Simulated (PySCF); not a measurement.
A small calculation by hand: chemical shift, span and skew from a shielding tensor

Br2ClHOSi, SMILES O[Si](Cl)(Br)Br. Atoms are numbered in the order given.

```xyz
6

O     -1.6273    -0.7046    -1.1161
Si    -0.4514    -0.3240    -0.0414
Cl    -0.6851    -1.3714     1.7039
Br     1.4524    -0.8568    -0.9801
Br    -0.4948     1.8271     0.4494
H     -2.5337    -0.4742    -0.8838
```
Charge 0, spin multiplicity 1.

The structure is a stationary point at PBE0-D3(BJ)/def2-SVP. This is a generated structure with no PubChem entry under its InChIKey; it may be hypothetical. The values are those of a single conformer.

GIAO shieldings from PySCF with B3LYP/pcSseg-1, non-relativistic, no solvent. The symmetric part of the tensor of Si2 has the principal values 301.9, 319.2, 342.3 ppm. The same nucleus in TMS has σ = 338.7 ppm at this level (PySCF, at its B3LYP-D3(BJ)/def2-TZVP geometry). Without spin–orbit terms, shifts of atoms bonded to Cl or Br come out too high.

Problem. Work out the isotropic shielding, the ²⁹Si shift against TMS, the span and the skew.

Solution. 
σ(iso) = (σ11 + σ22 + σ33)/3 = 321.1 ppm. δ = σ(ref) − σ(iso) = 338.7 − (321.1) = 17.6 ppm.
Span Ω = σ33 − σ11 = 40.4 ppm. Skew κ = 3(σ(iso) − σ22)/Ω = 0.14. Tumbling in solution averages the tensor to δ; in a static solid the shielding alone would spread this spin-1/2 line over Ω.
